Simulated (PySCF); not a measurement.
methane (CH4), SMILES C. Coordinates come from a PBE-D3(BJ)/def2-TZVPD optimisation.

TDDFT-CAM-B3LYP/def2-TZVPD run with PySCF 2.14.0 puts the lowest singlet excitations at 10.16, 10.16, 10.16, 12.26, 12.26, 12.26 eV and the lowest triplet (TDA) at 9.75 eV.

Problem. What are the lowest singlet roots from EOM-CCSD/aug-cc-pVDZ in PySCF? (Estimate from the structure and the level; the computed values follow.)

Solution. 10.47, 10.47, 10.47, 11.77, 11.77, 11.77 eV; triplets 10.05, 10.05, 10.05 eV. S1 differs by 0.32 eV (second minus first; roots are paired by order, and the bases may differ).
